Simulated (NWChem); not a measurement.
A series in which one site is exchanged, each optimised at PBE0/def2-SVP with NWChem, gas phase unless a solvent is named. def2 effective core potentials on Sr, Ba; no spin-orbit coupling.

A: [O]=[Sr] (SrO; site = Sr)
B: [O]=[Ba] (BaO; site = Ba)
C: [Zn]=[O] (ZnO; site = Zn)

Values for A:

* **vertical ionisation energy, ΔSCF, PBE/def2-SVP (eV)**: 7.27
* **vertical ionisation energy, ΔSCF, B3LYP/def2-SVP (eV)**: 6.89
* **lowest singlet excitation, B3LYP/def2-SVPD, TDA (eV)**: 1.76

### Question
How do these values change for the other members?

### Answer
```csv
change from A,B,C
"vertical ionisation energy, ΔSCF, PBE/def2-SVP (eV)",+0.09,+1.63
"vertical ionisation energy, ΔSCF, B3LYP/def2-SVP (eV)",+0.10,+1.80
"lowest singlet excitation, B3LYP/def2-SVPD, TDA (eV)",+0.26,-0.90
```
